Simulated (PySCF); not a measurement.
CH4BClO.

```xyz
8

B     -0.5125     0.0575     0.0000
H     -1.7044    -0.1387     0.0000
Cl     0.0863     1.7104     0.0000
O      0.3774    -0.9360     0.0000
C      0.0043    -2.2928     0.0000
H      0.4223    -2.7820    -0.8924
H      0.4223    -2.7820     0.8924
H     -1.0907    -2.4162     0.0000
```
Charge 0, spin multiplicity 1.

Geometry optimised at PBE0-D3(BJ)/def2-SVP. The values are those of a single conformer.

Level of theory: PBE0/pcSseg-1 (PySCF). Non-relativistic, no solvent.

**Question.** Give the absolute GIAO shielding of each atom: isotropic value and principal components (ppm). (Estimate from the structure and the level; the computed values follow.)

**Answer.** 
```
atom  σ(iso)    σ11    σ22    σ33   span
----  ------  -----  -----  -----  -----
B1      62.3   46.0   57.6   83.3   37.3
H2      26.1   23.7   25.9   28.7    5.0
Cl3    782.1  502.2  905.4  938.7  436.5
O4     152.6  -69.7  193.3  334.1  403.8
C5     124.8   94.3   98.4  181.7   87.4
H6      27.3   23.7   25.2   32.9    9.2
H7      27.3   23.7   25.2   32.9    9.2
H8      27.3   24.5   25.9   31.6    7.1
```
